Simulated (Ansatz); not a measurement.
`C[CH2][Sn][CH3]` → `[CH3][Sn][CH3]` + `[CH2]` (triplet)  (formal loss of a carbene)

Isolated molecules relaxed with PBE0-D4/def2-TZVP in Ansatz; ΔE leaves out vibrations. CCSD(T)/CBS is the MP2 limit (def2-TZVPP, def2-QZVPP) plus CCSD(T) − MP2 in def2-TZVPP, frozen cores. This one scheme is used for every species. DFT in def2-TZVPP. HSE06 is defined as in plane-wave codes. Triplets are unrestricted, without spin–orbit coupling. Elements past krypton have def2 core potentials. For Sn outer-core shells are correlated without core-valence functions, which leaves a few kJ/mol of doubt a bond. One conformer a species, not always the lowest.

```json
{"level": "HSE06-D4", "ΔE (eV)": "4.35"}
{"level": "HF/CBS(def2)", "ΔE (eV)": "2.80"}
```

(1) What does CCSD(T)/CBS give? (Best estimate.)

(2) What do rigid-rotor, harmonic-oscillator terms from PBE0-D4/def2-TZVP frequencies (298.15 K, 1 bar) make of the CCSD(T)/CBS value? (Best estimate.)

Largest T1 diagnostic among the species: 0.013.

Results:

(1) Computed: +4.38 eV. The listed levels differ from it by -0.03, -1.58 eV.

(2) Ansatz gave: ΔZPE = -0.33 eV, ΔH = +4.13 eV, ΔS = 169 J/(mol·K), ΔG = +3.61 eV. Open shells count their whole term as degenerate. Modes under 50 cm⁻¹ make the entropy rough.

The D4 term adds +0.13 eV with B3LYP and +0.07 eV with PBE0; it sums over pairs of atoms, weighted by their polarisabilities, and B3LYP, whose exchange is more repulsive, gets the larger term. From r2SCAN to r2SCAN0 (25 % exact exchange), in def2-TZVPP and without D4, ΔE moves by −0.04 eV. Leaving LDA and LC-ωPBE aside and taking each functional with its dispersion term where it has one, the values, not all of them listed here, spread over 0.39 eV, from r2SCAN0-D4 to ωB97X-V. LDA lies +0.78 eV from PBE without D4.

B3LYP here is the variant with VWN-RPA as its local correlation; programs differ in this.
